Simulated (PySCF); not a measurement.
PySCF input (M06-2X/6-31G* with LANL2DZ past Ar (5d)):

```python
from pyscf import gto, dft

mol = gto.M(
    atom='''
    Pb    0.01301000    0.01244300    0.01318100
    H     1.00984000   -1.03472500   -1.05222900
    H    -1.01715700    1.05515200   -1.02453200
    H    -1.05947100   -1.04079300    0.99593700
    ''',
    basis={'default': '6-31g*', 'Pb': 'lanl2dz'},
    ecp={'Pb': 'lanl2dz'},
    charge=0,
    spin=1,
    verbose=4,
)

mf = dft.UKS(mol, xc='m062x')
mf.grids.level = 4
mf.conv_tol = 1e-9
mf.max_cycle = 100
mf.max_memory = 1500
mf.kernel()
if not mf.converged:
    mf = mf.newton()
    mf.kernel(mf.make_rdm1())
mo, _, stable, _ = mf.stability(return_status=True)
if not stable:
    mf.kernel(mf.make_rdm1(mo, mf.mo_occ))
    stable = mf.stability(return_status=True)[2]
mf.dip_moment()
```

From the output:

```
radial grids:
    Treutler-Ahlrichs [JCP 102, 346 (1995); DOI:10.1063/1.469408] (M4) radial grids

becke partition: Becke, JCP 88, 2547 (1988); DOI:10.1063/1.454033
pruning grids: <function nwchem_prune>
grids dens level: 4
symmetrized grids: False
atomic radii adjust function: <function treutler_atomic_radii_adjust>
small_rho_cutoff = 0
Set gradient conv threshold to 3.16228e-05
tot grids = 80464
init E= -2.17376910165698
  alpha nocc = 4  HOMO = -0.0904054172887078  LUMO = 0.0735381721606398
  beta  nocc = 3  HOMO = -0.263140339639906  LUMO = -0.0904054172887079

WARN: HOMO -0.0904054172887078 >= LUMO -0.0904054172887079

cycle= 1 E= -5.10994686263508  delta_E= -2.94  |g|= 0.139  |ddm|= 1.81
  alpha nocc = 4  HOMO = -0.279352648880002  LUMO = 0.0237288097198624
  beta  nocc = 3  HOMO = -0.368244375973576  LUMO = -0.154775216898532
  HOMO = -0.27935264888  LUMO = -0.154775216899  gap/eV = 3.38992
cycle= 2 E= -5.13415790455375  delta_E= -0.0242  |g|= 0.0429  |ddm|= 0.41
  alpha nocc = 4  HOMO = -0.253229753552726  LUMO = 0.0375273986875312
  beta  nocc = 3  HOMO = -0.357254154532225  LUMO = -0.119008740353723
  HOMO = -0.253229753553  LUMO = -0.119008740354  gap/eV = 3.65234
cycle= 3 E= -5.13635118309427  delta_E= -0.00219  |g|= 0.00455  |ddm|= 0.0708
  alpha nocc = 4  HOMO = -0.253292369462183  LUMO = 0.0405411040851916
  beta  nocc = 3  HOMO = -0.353975273714302  LUMO = -0.117378916659411
  HOMO = -0.253292369462  LUMO = -0.117378916659  gap/eV = 3.69839
cycle= 4 E= -5.13639125598236  delta_E= -4.01e-05  |g|= 0.000861  |ddm|= 0.0168
  alpha nocc = 4  HOMO = -0.253739072829603  LUMO = 0.0404544693948176
  beta  nocc = 3  HOMO = -0.354184338122773  LUMO = -0.117479701115864
  HOMO = -0.25373907283  LUMO = -0.117479701116  gap/eV = 3.70781
cycle= 5 E= -5.13639322771577  delta_E= -1.97e-06  |g|= 6.55e-05  |ddm|= 0.00461
  alpha nocc = 4  HOMO = -0.253700550517669  LUMO = 0.0405108459657643
  beta  nocc = 3  HOMO = -0.354134917573765  LUMO = -0.11744537565924
  HOMO = -0.253700550518  LUMO = -0.117445375659  gap/eV = 3.70769
cycle= 6 E= -5.13639324215161  delta_E= -1.44e-08  |g|= 1.51e-05  |ddm|= 0.000433
  alpha nocc = 4  HOMO = -0.253701236717209  LUMO = 0.040501598567212
  beta  nocc = 3  HOMO = -0.354145805576482  LUMO = -0.117450075949372
  HOMO = -0.253701236717  LUMO = -0.117450075949  gap/eV = 3.70758
cycle= 7 E= -5.13639324302779  delta_E= -8.76e-10  |g|= 3.58e-06  |ddm|= 0.000114
  alpha nocc = 4  HOMO = -0.253701099613504  LUMO = 0.0405011963774932
  beta  nocc = 3  HOMO = -0.354146289049889  LUMO = -0.117450509017312
  HOMO = -0.253701099614  LUMO = -0.117450509017  gap/eV = 3.70757
Extra cycle  E= -5.13639324306226  delta_E= -3.45e-11  |g|= 1.72e-06  |ddm|= 1.09e-05
converged SCF energy = -5.13639324306226  <S^2> = 0.75146523  2S+1 = 2.0014647
uhf_internal: lowest eigs of H = [0.25228418 0.25228844 0.38024302]
<class 'pyscf.dft.uks.UKS'> wavefunction is stable in the internal stability analysis
Dipole moment(X, Y, Z, Debye):  0.49066,  0.46933,  0.49711
```

The geometry given is a B3LYP-D3(BJ)/def2-TZVP minimum.
